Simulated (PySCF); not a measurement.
## Sm⁺: ionisation energy

Sm⁺ [Xe] 4f6 6s1 (8F) → Sm²⁺ [Xe] 4f6 (7F), as a difference of total energies. All numbers are calculated (PySCF 2.14, scalar relativity by spin-free X2C-1e, in x2c-TZVPPall with one added diffuse shell each of s, p, d, f type (12s8p8d5f2g, 129 functions)). The calculations carry no spin-orbit coupling.

Task: Order these methods by the ionisation energy they give, lowest first.
A. r2SCANh
B. UHF
C. BP86
D. PBEsol

Result: B (10.325 eV), A (11.087 eV), D (11.304 eV), C (11.420 eV).

The reference lies between the lowest fine-structure levels, while these numbers refer to the centres of the terms.

For comparison: 11.078 ± 0.02 eV (semi-empirical (NIST evaluation); NIST Atomic Spectra Database, ionization energies).
